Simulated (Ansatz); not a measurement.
Born–Oppenheimer molecular dynamics of BrCl$_{5}$FHMo (9 atoms, charge 0, multiplicity 1). It starts at the highest image of a converged band, a first-order saddle point between two minima.

All numbers below come from RKS PBE/def2-SVP (Ansatz).

| Item | Value |
| --- | --- |
| ensemble | NVE (velocity Verlet) |
| time step | 0.5 fs |
| steps asked | 200 |
| starting velocities drawn for | 300 K |
| seed | 10546 |

First frame:

```xyz
9
Properties=species:S:1:pos:R:3
Mo 0.149 0.119 -0.193
F 0.567 -0.457 1.820
Cl 2.419 0.000 -0.320
Cl 0.190 2.216 -1.204
Cl -1.874 0.619 0.725
Cl -0.181 -2.181 -0.076
Cl -0.423 -0.400 -2.398
Br 1.008 2.248 2.126
H 0.822 0.623 2.255
```

Problem. How far do the bonds stretch over the last three quarters of this one trajectory? (Pairs bonded in most of those frames.)

Solution. 
| bond | mean (Å) | spread (Å) | shortest | longest |
| --- | --- | --- | --- | --- |
| Mo1–F2 | 1.924 | 0.045 | 1.87 | 2.00 |
| Mo1–Cl3 | 2.304 | 0.018 | 2.28 | 2.34 |
| Mo1–Cl4 | 2.375 | 0.007 | 2.36 | 2.38 |
| Mo1–Cl5 | 2.312 | 0.030 | 2.25 | 2.35 |
| Mo1–Cl6 | 2.382 | 0.032 | 2.31 | 2.41 |
| Mo1–Cl7 | 2.344 | 0.031 | 2.30 | 2.38 |
| Mo1–Br8 | 3.076 | 0.032 | 3.04 | 3.16 |
| Br8–H9 | 1.460 | 0.044 | 1.39 | 1.55 |

Mean temperature of the second half: 272 K. The conserved energy stayed within 0.033 meV per atom of its start (net change -0.022 meV per atom), so the integration is sound. A run of 0.1 ps of so small a system gives no equilibrium averages. The orbitals stay closed-shell, which can raise the energy where a bond breaks towards radicals; this wasn't checked here.

Time of the run: 10 min on 4 threads of Arm Neoverse V2, with other jobs on the host, peak memory 0.37 GiB.
